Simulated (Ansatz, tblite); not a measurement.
Cost and result up the ladder for [CuH2]- (CuH2⁻) (3 atoms). Charge -1, multiplicity 1. Geometry: r2SCAN-D4/def2-TZVPD.

```xyz
3

Cu    0.000    0.000    0.000
H    -0.979    0.842   -0.865
H     0.979   -0.842    0.865
```

Ansatz on 4 threads of Arm Neoverse N1 on a shared host; xTB runs through tblite on one thread. Times are rough, summed over both states, and most runs start from the orbitals of an earlier one. PBE0-D4/def2-TZVPD serves as the yardstick here, not as an exact answer. The other state is a doublet.

The xTB rows come from tblite. Correlated methods freeze 9 core orbitals. In CCSD on the charge 0 doublet the largest single amplitude is 0.19, so its Hartree–Fock determinant may place the open shell otherwise than the density functionals do.

Run but left out: HF/def2-TZVPPD, MP2/def2-TZVPPD (neutral doublet: a determinant that CCSD turns far, T1 0.059); PBE-D4/def2-TZVPD (neutral doublet: an occupied level 0.25 eV above an empty one).

Correlated methods converge slowly with the basis.

Raw xTB energies of ions are shifted by several eV.

```tsv
level	functions	wall time	vertical IE (eV)	difference from PBE0-D4/def2-TZVPD (eV)	remarks
GFN2-xTB	11	0.004 s	6.22	3.52	–
GFN1-xTB	13	0.005 s	7.94	5.23	–
r2SCAN-D4/def2-TZVPD	66	3.5 s	2.76	0.05	HOMO above zero (-1 singlet)
CCSD(T)/def2-TZVPPD	101	5.2 s	2.71	0.01	large T1 (0.059) (doublet)
PBE0-D4/def2-TZVPD (with forces)	66	5.2 s	2.71	0.00	–
```
